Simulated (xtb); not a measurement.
Input file for xtb: GFN2-xTB on NiO, 2S+1 = 1, a spin state set in the input, which need not be the lowest, a point of a bond scan (R = 1.660 Å).

```
$ xtb mol.xyz --gfn 2 --sp --chrg 0 --uhf 0
2

Ni     0.00000000     0.00000000     0.00000000
O      0.00000000     0.00000000     1.66011600
```

Problem. What total energy does the run end on?

Solution. -8.6829 hartree.
